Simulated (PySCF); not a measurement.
Molecule: `C=C(C)/C=C\C(=C)F`, C$_{7}$H$_{9}$F.

Geometry (Å), atoms numbered from 1 in this order:
```xyz
17

C    -2.503    0.779    0.721
C    -1.351    0.373    0.182
C    -1.312   -0.807   -0.743
C    -0.142    1.136    0.453
C     1.148    0.783    0.353
C     1.735   -0.522    0.107
C     2.914   -0.741   -0.466
F     1.045   -1.591    0.573
H    -2.554    1.623    1.388
H    -3.428    0.259    0.535
H    -2.254   -0.891   -1.281
H    -0.502   -0.712   -1.463
H    -1.163   -1.728   -0.182
H    -0.336    2.161    0.749
H     1.896    1.554    0.495
H     3.503    0.075   -0.840
H     3.297   -1.738   -0.587
```

Frames of a GFN2-xTB Langevin trajectory at 300 K; GIAO PBE0/pcSseg-1 shieldings in PySCF 2.14.0 with density-fitted response routines, gas phase, non-relativistic; equivalent atoms averaged within each frame.

Shifts are taken against calculated references (same method and geometry level): TMS for $^{13}$C (σref 186.93) and $^{1}$H (σref 31.72); CFCl3 for $^{19}$F (σref 170.95). The references are static minima.

Task: How do the shifts (ppm) fluctuate along the trajectory?

Result: 
```tsv
time (fs)	C6	C2	C4	C1	C5	C7	C3	F8	H14	H9
250	172.0	163.1	147.5	133.8	132.1	95.9	17.7	-93.0	7.20	6.41
425	177.0	146.7	141.5	126.9	130.3	107.5	26.4	-75.8	5.94	5.35
625	174.9	163.3	147.3	130.6	124.0	109.7	27.3	-96.8	7.18	5.51
800	168.0	144.2	153.4	114.3	128.4	107.9	28.4	-111.3	7.16	4.47
1000	172.9	161.3	149.2	113.1	131.6	105.1	27.6	-99.6	7.47	5.42
mean of frames	173.0	155.7	147.8	123.8	129.3	105.2	25.5	-95.3	6.99	5.43
standard deviation	3.4	9.5	4.3	9.5	3.3	5.4	4.4	12.9	0.60	0.69
```

5 frames give an uncertainty of the mean of about the standard deviation over 2.2 at best, since frames this close in time may not be independent; classical motion lacks zero-point vibration, and the reference would need the same averaging.
